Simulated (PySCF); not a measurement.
# Static response to an electric field

C5H9OP.
Structure used (GFN2-xTB), in Å, numbered top down from 1:
```
atom  x, y, z in Å
C1    -1.555    2.822    0.719
C2    -1.077    1.797    0.314
P3    -0.365    0.330   -0.397
C4    -1.549   -0.982    0.086
O5    -0.130    0.414   -1.842
C6     1.163    0.097    0.605
C7     1.902   -1.140    0.120
H8    -1.977    3.709    1.094
H9    -1.688   -1.030    1.162
H10   -2.498   -0.762   -0.400
H11   -1.178   -1.933   -0.292
H12    0.915    0.036    1.665
H13    1.770    0.992    0.443
H14    2.890   -1.207    0.574
H15    1.349   -2.044    0.368
H16    2.020   -1.092   -0.961
```

Level: wB97X-D/def2-SVPD (PySCF), static field, nuclei fixed, core orbitals frozen in the response. The polarisability tensor in these axes (au):

```
x    83.93 -11.31  -2.35
y   -11.31  93.65   6.53
z    -2.35   6.53  73.03
```

What are the eigenvalues, a third of the trace, and Δα (Δα² = ½Σ(αi − αj)² over the three pairs)?

Principal values 71.03, 76.94 and 102.64 au; mean 83.54 au = 12.38 Å³ = 13.77 × 10⁻⁴⁰ C²·m²/J; Δα = 29.11 au (35 % of the mean).

What is the dipole moment, and where does it point?

(-0.44, -0.55, 4.20) D, 4.25 D in size, pointing from the negative to the positive side. Measured along this direction, the outermost atoms are O5 at the negative end and H12 and H9 at the positive end.

Rayleigh depolarisation ratio (linearly polarised light, static tensor)?

ρ = 3Δα²/(45ᾱ² + 4Δα²) = 2542.8/(314023 + 3390.4) = 0.00801.

Find the Langevin capture rate constant for O2+ (31.990 u) meeting this molecule (116.039 u), k = 2.342 × 10⁻⁹ cm³/s × √(α in Å³ / reduced mass in u).

The reduced mass is 25.08 u, so k = 1.65 × 10⁻⁹ cm³/s. The formula leaves out the permanent dipole, which adds to the capture rate.

Directions of the eigenvectors, and the extent of the frame along each?

Largest value along (-0.52, 0.82, 0.22), where the nuclei span 6.71 Å; middle along (0.84, 0.47, 0.27), 4.64 Å; least along (-0.12, -0.33, 0.94), 3.47 Å. The response follows the extents in order.

Give the eigenvalues of the traceless quadrupole moment Θ = ½Σq(3rr − r²1), origin at the centre of nuclear charge.

-13.82, 2.91, 10.92 D·Å. The values depend on the origin, since the dipole doesn't vanish. The electronic extent ⟨r²⟩ about the same centre is 981 bohr², a root-mean-square distance of 2.11 Å for the 62 electrons.

Geometry: GFN2-xTB, one conformer, isolated molecule.
